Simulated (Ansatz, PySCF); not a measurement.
C2H8O2Si, SMILES [SiH2](O)[C@H](C)O. Atoms are numbered in the order given.

```xyz
13

C      2.0619    -0.3510     0.4150
C      0.8179     0.2078    -0.2443
O      0.4947     1.5226     0.2267
Si    -0.7898    -0.7931    -0.0536
O     -1.9933     0.2263    -0.5907
H      1.9054    -0.5194     1.4944
H      2.3440    -1.3187    -0.0288
H      2.9109     0.3414     0.2984
H      1.0084     0.3361    -1.3241
H      0.4895     1.4934     1.1912
H     -0.8338    -2.0562    -0.8444
H     -0.9403    -1.1199     1.4043
H     -1.7050     1.1433    -0.4809
```
Charge 0, spin multiplicity 1.

Geometry: PBE0-D3(BJ)/def2-SVP. The structure was generated by enumeration; whether it is a known compound was not checked. Other conformers were not sampled.

Two levels are set side by side: PBE-D3(BJ)/def2-SVP (Ansatz, a program for electronic structure) and PBE0-D3(BJ)/def2-SVP (Ansatz). Each level has its own optimised geometry; the coordinates shown are those of the second. Frequencies come from the Hessian of PySCF at each geometry. Differences are taken from unrounded values.

```json
[
 {"quantity": "mean bond length (Å)", "PBE0-D3(BJ)": "1.321"},
 {"quantity": "bond C1–C2 (Å)", "PBE0-D3(BJ)": "1.515"},
 {"quantity": "bond C2–O3 (Å)", "PBE0-D3(BJ)": "1.434"},
 {"quantity": "bond C2–Si4 (Å)", "PBE0-D3(BJ)": "1.903"},
 {"quantity": "bond Si4–O5 (Å)", "PBE0-D3(BJ)": "1.666"},
 {"quantity": "bond C1–H6 (Å)", "PBE0-D3(BJ)": "1.104"},
 {"quantity": "bond C1–H7 (Å)", "PBE0-D3(BJ)": "1.101"},
 {"quantity": "bond C1–H8 (Å)", "PBE0-D3(BJ)": "1.102"},
 {"quantity": "bond C2–H9 (Å)", "PBE0-D3(BJ)": "1.104"},
 {"quantity": "bond O3–H10 (Å)", "PBE0-D3(BJ)": "0.965"},
 {"quantity": "bond Si4–H11 (Å)", "PBE0-D3(BJ)": "1.491"},
 {"quantity": "bond Si4–H12 (Å)", "PBE0-D3(BJ)": "1.502"},
 {"quantity": "bond O5–H13 (Å)", "PBE0-D3(BJ)": "0.968"},
 {"quantity": "highest harmonic wavenumber (cm⁻¹)", "PBE0-D3(BJ)": "3851"},
 {"quantity": "mean harmonic wavenumber (cm⁻¹)", "PBE0-D3(BJ)": "1358"},
 {"quantity": "zero-point energy (kcal/mol)", "PBE0-D3(BJ)": "64.09"}
]
```

### Question
What does PBE-D3(BJ) give, and how far is it from PBE0-D3(BJ)? (An estimate is asked for; the answer gives what the named calculation found.)

### Answer

```tsv
quantity	PBE-D3(BJ)	PBE-D3(BJ) minus PBE0-D3(BJ)
mean bond length (Å)	1.333	0.012
bond C1–C2 (Å)	1.522	0.007
bond C2–O3 (Å)	1.452	0.019
bond C2–Si4 (Å)	1.920	0.016
bond Si4–O5 (Å)	1.683	0.017
bond C1–H6 (Å)	1.112	0.008
bond C1–H7 (Å)	1.110	0.008
bond C1–H8 (Å)	1.110	0.008
bond C2–H9 (Å)	1.112	0.008
bond O3–H10 (Å)	0.978	0.013
bond Si4–H11 (Å)	1.502	0.011
bond Si4–H12 (Å)	1.514	0.012
bond O5–H13 (Å)	0.982	0.014
highest harmonic wavenumber (cm⁻¹)	3666	-185
mean harmonic wavenumber (cm⁻¹)	1312	-46
zero-point energy (kcal/mol)	61.91	-2.17
```

Exact exchange shortens and stiffens bonds; PBE has none. Differences between two approximate levels are no errors against the true value.
